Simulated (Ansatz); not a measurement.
`[BH2][AlH][O][SiH2]C` + `[SiH3][TeH]` → `C[SiH2][Te][SiH3]` + `[BH2][AlH][OH]`  (ligand exchange at the Si–O bond)

Program: Ansatz. Geometries: PBE0-D4/def2-TZVP. ΔE: electronic, gas phase. CCSD(T)/CBS adds triple-zeta CCSD(T) − MP2 to the extrapolated MP2 energy (def2 sets, frozen cores). Functionals use def2-TZVPP. B3LYP here is the variant with VWN-RPA as its local correlation; programs differ in this. def2 core potentials past Kr. For Te outer-core shells are correlated without core-valence functions, which leaves a few kJ/mol of doubt a bond. Each species was taken in one conformer, which may not be the lowest.

| level | ΔE (eV) |
| --- | --- |
| B3LYP | 0.60 |
| SCS-MP2/def2-TZVPP | 0.52 |

Q: What does CCSD(T)/CBS give? (An estimate is asked.)

A: Ansatz gave: +0.44 eV. The listed levels differ from it by 0.16, 0.08 eV.

Largest T1 diagnostic among the species: 0.012.

The D4 term adds −0.09 eV with B3LYP and −0.05 eV with PBE0; it sums over pairs of atoms, weighted by their polarisabilities, and B3LYP, whose exchange is more repulsive, gets the larger term. From PBE to PBE0 (25 % exact exchange), in def2-TZVPP and without D4, ΔE moves by +0.05 eV. In def2-TZVPP, CCSD(T) changes the Hartree–Fock value by −0.28 eV (the triples alone add −0.05 eV) and MP2 by −0.38 eV.
